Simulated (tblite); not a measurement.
Species: C7H11 (doublet state).
Cartesian coordinates in Å at the GFN2-xTB level; atoms count from 1:
```
atom  x, y, z in Å
C1     2.2054   -0.2550   -0.6740
C2     0.9322    0.1705   -0.4193
C3     0.5103    1.4724   -0.2296
C4    -0.9514    1.5589    0.0207
C5    -1.4696    0.1645   -0.3605
C6    -0.2491   -0.7672   -0.2631
C7    -0.1748   -1.4802    1.0878
H8     2.4320   -1.2971   -0.8079
H9     3.0187    0.4436   -0.7537
H10    1.1520    2.3355   -0.2389
H11   -1.4267    2.3539   -0.5590
H12   -1.1443    1.7811    1.0774
H13   -2.2836   -0.1658    0.2829
H14   -1.8368    0.1821   -1.3874
H15   -0.2618   -1.5208   -1.0555
H16   -0.1633   -0.7542    1.8978
H17    0.7326   -2.0767    1.1505
H18   -1.0307   -2.1390    1.2201
```

Calculated harmonic vibrations of the isolated species, GFN2-xTB (tblite), most abundant isotopes, no scaling. The method is semi-empirical: single wavenumbers can be off by several per cent or more. One conformer, not necessarily the lowest. Open shells enter through the occupations alone, without spin polarisation, and single modes of such species can be off by tens of per cent.

Harmonic wavenumbers (cm⁻¹): 93.3, 198.5, 217.1, 238.1, 323.3, 379.8, 527.8, 576.6, 620.5, 645.9, 684.8, 751.2, 813.3, 841.6, 939.2, 953.9, 961.5, 994.7, 1057.3, 1065.9, 1071.4, 1125.7, 1159.9, 1190.8, 1232.3, 1252.1, 1285.7, 1308.9, 1320.2, 1365.3, 1408.0, 1434.3, 1465.6, 1487.1, 1501.4, 1502.4, 1512.7, 2890.7, 2943.3, 2957.0, 2988.4, 3010.0, 3024.8, 3032.9, 3038.2, 3115.4, 3122.5, 3148.4.

A = 3493, B = 2933, C = 1884 MHz; mass 95.086 u (most abundant isotopes); point group C1, symmetry number 1; spin multiplicity 2.

Task: Zero-point energy?

Result: ½Σν̃ = 34390 cm⁻¹ = 411.40 kJ/mol.

Task: What is S at 200 K and 1 bar for an ideal gas of classical rigid rotors and harmonic oscillators?

Result: Translation 157.36, rotation 108.88, vibration 37.06, spin (R ln 2) 5.76: S = 309.1 J/(mol K).

Task: And Cp and H(200 K) − H(0)?

Result: Cp = 87.93 J/(mol K), of which vibrations give 54.67 (their classical limit is 48 R = 399.1); H(200 K) − H(0) = 11.27 kJ/mol without the zero-point energy, 4.62 from vibrations.

Task: What must be added to the electronic energy to get the Gibbs energy at 200 K and 1 bar?

Result: ZPE + [H(200 K) − H(0)] − T·S = 411.40 + 11.27 − 61.81 = 360.86 kJ/mol.

Task: Blend soft modes into free rotors: weight 1/[1 + (100 cm⁻¹/ν̃)⁴] for the oscillator and the rest for a rotor with moment μB/(μ + B), μ = h/(8π²ν), B = 10⁻⁴⁴ kg m². What vibrational entropy results?

Result: 36.63 J/(mol K) in place of 37.06, which changes −T·S at 200 K by +0.09 kJ/mol.

Task: How do the functions run with temperature in this model?

Result: 
| T (K) | S (J/(mol K)) | Cp (J/(mol K)) | H − H(0) (kJ/mol) | G − H(0) (kJ/mol) | ln q(vib) |
| --- | --- | --- | --- | --- | --- |
| 150 | 286.4 | 71.0 | 7.31 | -35.65 | 1.02 |
| 250 | 330.7 | 107.0 | 16.14 | -66.54 | 2.40 |
| 298.15 | 351.2 | 126.8 | 21.76 | -82.95 | 3.15 |
| 400 | 394.4 | 168.6 | 36.83 | -120.93 | 4.87 |
| 600 | 476.1 | 234.8 | 77.56 | -208.07 | 8.60 |
| 900 | 584.4 | 298.6 | 158.38 | -367.59 | 14.39 |

q(vib) and H(0) count from the zero-point level.

Hindered rotation and anharmonicity are outside this model. Other conformers, if any are populated, would add a mixing term that is left out. The structure is chiral; the term R ln 2 for an equal mix with its mirror image is left out.
